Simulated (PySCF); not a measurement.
Compound: ortho-tolunitrile, C8H7N.
Atom-mapped SMILES: `[CH3:1][c:2]1[cH:3][cH:4][cH:5][cH:6][c:7]1[C:8]#[N:9]` (hydrogens: H10, H11, H12 on C1; H13 on C3; H14 on C4; H15 on C5; H16 on C6)

The same species was optimised twice, with GFN2-xTB and with PBE0-D3(BJ)/def2-SVP (PySCF), and the same property calculations (PySCF, gas phase) were run on both structures.

| coordinate | GFN2-xTB | PBE0-D3(BJ)/def2-SVP | change |
| --- | --- | --- | --- |
| C7–C8 (Å) | 1.414 | 1.432 | +0.018 |
| C8≡N9 (Å) | 1.147 | 1.160 | +0.013 |
| C2–C3 (Å) | 1.386 | 1.396 | +0.010 |
| C2–C7 (Å) | 1.403 | 1.412 | +0.009 |
| C5–C6 (Å) | 1.381 | 1.390 | +0.009 |
| C3–C4 (Å) | 1.385 | 1.394 | +0.009 |
| C4–C5 (Å) | 1.386 | 1.394 | +0.008 |
| C6–C7 (Å) | 1.394 | 1.402 | +0.008 |
| C1–C2 (Å) | 1.496 | 1.498 | +0.002 |
| C1–C2–C7 (°) | 120.2 | 120.8 | +0.6 |
| C2–C7–C8 (°) | 119.9 | 119.4 | -0.5 |
| C3–C2–C7 (°) | 118.0 | 117.5 | -0.5 |
| C2–C3–C4 (°) | 121.2 | 121.5 | +0.3 |
| C6–C7–C8 (°) | 119.1 | 119.4 | +0.3 |
| C7–C8–N9 (°) | 179.7 | 179.5 | -0.2 |
| C2–C7–C6 (°) | 121.0 | 121.2 | +0.2 |
| C4–C5–C6 (°) | 119.7 | 119.5 | -0.2 |

Rotational constants: A = 2927, B = 1527, C = 1010 MHz (GFN2-xTB) against A = 2896, B = 1501, C = 994.5 MHz (PBE0-D3(BJ)/def2-SVP). Point groups within 0.08 Å: Cs and Cs. Atoms that the bonding makes alike are paired by their places after alignment.

On the GFN2-xTB structure: HOMO (eV) -7.63 [PBE0/pcSseg-1]; LUMO (eV) -1.52 [PBE0/pcSseg-1]; dipole (D) 4.27 [PBE0/pcSseg-1]; GIAO shielding of C1 (ppm) 162.9 [PBE0/pcSseg-1]; GIAO shielding of C2 (ppm) 36.7 [PBE0/pcSseg-1]; GIAO shielding of C3 (ppm) 51.9 [PBE0/pcSseg-1]; GIAO shielding of C4 (ppm) 48.9 [PBE0/pcSseg-1]; GIAO shielding of C5 (ppm) 55.5 [PBE0/pcSseg-1]; GIAO shielding of C6 (ppm) 46.3 [PBE0/pcSseg-1]; GIAO shielding of C7 (ppm) 69.5 [PBE0/pcSseg-1]; GIAO shielding of C8 (ppm) 63.3 [PBE0/pcSseg-1].

**Question.** What do these properties become on the PBE0-D3(BJ)/def2-SVP structure?

**Answer.** 
```csv
property,level,on GFN2-xTB,on PBE0-D3(BJ)/def2-SVP,change
HOMO (eV),PBE0/pcSseg-1,-7.63,-7.62,+0.01
LUMO (eV),PBE0/pcSseg-1,-1.52,-1.57,-0.05
dipole (D),PBE0/pcSseg-1,4.27,4.29,+0.02
"energy, GFN2-xTB geometry as zero (kcal/mol)",PBE0/pcSseg-1,0.0,-0.3,-0.3
GIAO shielding of C1 (ppm),PBE0/pcSseg-1,162.9,161.2,-1.7
GIAO shielding of C2 (ppm),PBE0/pcSseg-1,36.7,34.7,-2.0
GIAO shielding of C3 (ppm),PBE0/pcSseg-1,51.9,49.2,-2.7
GIAO shielding of C4 (ppm),PBE0/pcSseg-1,48.9,46.8,-2.1
GIAO shielding of C5 (ppm),PBE0/pcSseg-1,55.5,53.2,-2.3
GIAO shielding of C6 (ppm),PBE0/pcSseg-1,46.3,44.9,-1.4
GIAO shielding of C7 (ppm),PBE0/pcSseg-1,69.5,66.4,-3.1
GIAO shielding of C8 (ppm),PBE0/pcSseg-1,63.3,61.0,-2.3
```

The heavy atoms differ by 0.017 Å rms after alignment. Among bonds between heavy atoms C7–C8 changes most (+0.018 Å). Changes are differences of the printed values. Neither structure is proved a minimum here.
